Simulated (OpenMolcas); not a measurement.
# OpenMolcas run: Zr⁺

Input:

```
&GATEWAY
Coord
1

Zr 0.0 0.0 0.0
Basis=ANO-RCC-VTZP
Group=XYZ
NoMove
AngMom=0.0 0.0 0.0
AMFI
&SEWARD
* reference wave functions (RASSCF and RASSI steps not shown): 3 electrons in 5 orbitals (4d)
>>> COPY JOB001 $Project.JobIph
&CASPT2
Multistate=10 1 2 3 4 5 6 7 8 9 10
Frozen=8 6
IPEA=0.0
Imaginary=0.1
MaxIter=60
WThr=0.0 0.3 0.05
PrWF=0.5
NoMix
>>> COPY JOB002 $Project.JobIph
&CASPT2
Multistate=40 1 2 3 4 5 6 7 8 9 10 11 12 13 14 15 16 17 18 19 20 21 22
23 24 25 26 27 28 29 30 31 32 33 34 35 36 37 38 39 40
Frozen=8 6
IPEA=0.0
Imaginary=0.1
MaxIter=60
WThr=0.0 0.3 0.05
PrWF=0.5
NoMix
```

Launched by
```bash
OMP_NUM_THREADS=1 MOLCAS_MEM=1689 MOLCAS_PROJECT=a pymolcas a.inp > a.log  # once for each step of the input, in one work folder
```

Output, cut to the results:

```
--- CASPT2 ---
Orbital specifications:
      -----------------------

      Symmetry species                           1   2
                                                ag  au
      Frozen orbitals                            8   6
      Inactive orbitals                          1   3
      Active orbitals                            5   0
      Secondary orbitals                        22  23
      Deleted orbitals                           0   0
      Number of basis functions                 36  32
Type of calculation                        MS-CASPT2
      Fock operator                              state-specific
      IPEA shift                                 0.00
      Real shift                                 0.00
      Imaginary shift                            0.10
      The input orbitals will be transformed to quasi-canonical
Reference energy:       -3595.5989936056
      E2 (Non-variational):      -0.2966633932
      Shift correction:          -0.0004278293
      E2 (Variational):          -0.2970912225
      Total energy:           -3595.8960848281
      Residual norm:              0.0000003754
      Reference weight:           0.92395
      Contributions to the CASPT2 correlation energy
      Active & Virtual Only:         -0.0211210042
      One Inactive Excited:          -0.1181035893
      Two Inactive Excited:          -0.1574387997
Reference energy:       -3595.5989936056
      E2 (Non-variational):      -0.2968629086
      Shift correction:          -0.0004362184
      E2 (Variational):          -0.2972991269
      Total energy:           -3595.8962927325
      Residual norm:              0.0000004115
      Reference weight:           0.92369
      Contributions to the CASPT2 correlation energy
      Active & Virtual Only:         -0.0211968260
      One Inactive Excited:          -0.1181894767
      Two Inactive Excited:          -0.1574766059
::    CASPT2 Root  1     Total energy:  -3595.89608483
::    CASPT2 Root  2     Total energy:  -3595.89629273
::    CASPT2 Root  3     Total energy:  -3595.89682153
::    CASPT2 Root  4     Total energy:  -3595.89442205
::    CASPT2 Root  5     Total energy:  -3595.89692503
::    CASPT2 Root  6     Total energy:  -3595.89760774
::    CASPT2 Root  7     Total energy:  -3595.89407676
::    CASPT2 Root  8     Total energy:  -3595.86683460
::    CASPT2 Root  9     Total energy:  -3595.86683460
::    CASPT2 Root 10     Total energy:  -3595.86683460
::    MS-CASPT2 Root  1     Total energy:  -3595.89787095
::    MS-CASPT2 Root  2     Total energy:  -3595.89724794
::    MS-CASPT2 Root  3     Total energy:  -3595.89680542
::    MS-CASPT2 Root  4     Total energy:  -3595.89612027
::    MS-CASPT2 Root  5     Total energy:  -3595.89583037
::    MS-CASPT2 Root  6     Total energy:  -3595.89437480
::    MS-CASPT2 Root  7     Total energy:  -3595.89402658
::    MS-CASPT2 Root  8     Total energy:  -3595.86683246
::    MS-CASPT2 Root  9     Total energy:  -3595.86682548
::    MS-CASPT2 Root 10     Total energy:  -3595.86680019
--- CASPT2 ---
Orbital specifications:
      -----------------------

      Symmetry species                           1   2
                                                ag  au
      Frozen orbitals                            8   6
      Inactive orbitals                          1   3
      Active orbitals                            5   0
      Secondary orbitals                        22  23
      Deleted orbitals                           0   0
      Number of basis functions                 36  32
Type of calculation                        MS-CASPT2
      Fock operator                              state-specific
      IPEA shift                                 0.00
      Real shift                                 0.00
      Imaginary shift                            0.10
      The input orbitals will be transformed to quasi-canonical
Reference energy:       -3595.5577592137
      E2 (Non-variational):      -0.3102229401
      Shift correction:          -0.0008007107
      E2 (Variational):          -0.3110236508
      Total energy:           -3595.8687828645
      Residual norm:              0.0000001656
      Reference weight:           0.90726
      Contributions to the CASPT2 correlation energy
      Active & Virtual Only:         -0.0324637117
      One Inactive Excited:          -0.1183017613
      Two Inactive Excited:          -0.1594574671
Reference energy:       -3595.5577592137
      E2 (Non-variational):      -0.3101724954
      Shift correction:          -0.0007539311
      E2 (Variational):          -0.3109264265
      Total energy:           -3595.8686856402
      Residual norm:              0.0000001926
      Reference weight:           0.90746
      Contributions to the CASPT2 correlation energy
      Active & Virtual Only:         -0.0324192862
      One Inactive Excited:          -0.1182982323
      Two Inactive Excited:          -0.1594549769
::    CASPT2 Root  1     Total energy:  -3595.86878286
::    CASPT2 Root  2     Total energy:  -3595.86868564
::    CASPT2 Root  3     Total energy:  -3595.86817767
::    CASPT2 Root  4     Total energy:  -3595.86879020
::    CASPT2 Root  5     Total energy:  -3595.86884089
::    CASPT2 Root  6     Total energy:  -3595.86833544
::    CASPT2 Root  7     Total energy:  -3595.86874453
::    CASPT2 Root  8     Total energy:  -3595.86888093
::    CASPT2 Root  9     Total energy:  -3595.86817701
::    CASPT2 Root 10     Total energy:  -3595.85468733
::    CASPT2 Root 11     Total energy:  -3595.85349179
::    CASPT2 Root 12     Total energy:  -3595.85741805
::    CASPT2 Root 13     Total energy:  -3595.86104546
::    CASPT2 Root 14     Total energy:  -3595.85580764
::    CASPT2 Root 15     Total energy:  -3595.86240527
::    CASPT2 Root 16     Total energy:  -3595.86172508
::    CASPT2 Root 17     Total energy:  -3595.85698744
::    CASPT2 Root 18     Total energy:  -3595.85595537
::    CASPT2 Root 19     Total energy:  -3595.85558164
...
```

Levels above the lowest, from the spin-orbit matrix with the multistate effective Hamiltonian, averaged by term, added to it:

```
Configuration   Term     J  E (cm-1)  Term weight %  Second
          4d3     4F   3/2       0.0             99        
          4d3     4F   5/2       313            100        
          4d3     4F   7/2       718            100        
          4d3     4F   9/2      1192             99        
          4d3     4P   3/2      6460             57   38 2P
          4d3     2G   7/2      6510            100        
          4d3     4P   1/2      6570             67   33 2P
          4d3     2G   9/2      6890             95    4 2H
          4d3     4P   5/2      7270             99        
          4d3     2P   1/2      7450             67   33 4P
          4d3     2P   3/2      7770             46   42 4P
          4d3  2D(1)   3/2      9160             83   16 2P
          4d3  2D(1)   5/2      9410             98        
          4d3     2H   9/2      9710             96    4 2G
          4d3     2H  11/2      9970            100        
          4d3     2F   7/2     15310            100        
          4d3     2F   5/2     15460            100        
          4d3  2D(2)   5/2     23870             99        
          4d3  2D(2)   3/2     24100            100
```

Term energies are means over components that CASPT2 splits; among the terms shown or strongly mixed into the levels shown the widest spread is 840 cm-1 (4d3 4F). Configurations with an s electron lie low at this charge and mix in, so terms can be misplaced. The free ion's ground configuration, as NIST lists it, lies outside this active space, so the lowest level here need not be the ground level. The CASPT2 spread within a term exceeds the gap to the next term for 4d3 4P and 4d3 2P, 4d3 2D(1) and 4d3 2H, so the order of their levels is uncertain, and so are names and mixing where such terms share a J. Only configurations of the active space appear.

The CASPT2 steps took 13 s on 1 thread of Intel(R) Xeon(R) 6975P-C (Granite Rapids) (shared host); the integral step is not counted.

The term weight is that of the spin-free term in the level, not the purity of its configuration. A number in round brackets counts repeated terms of one configuration in the order of the reference energies.
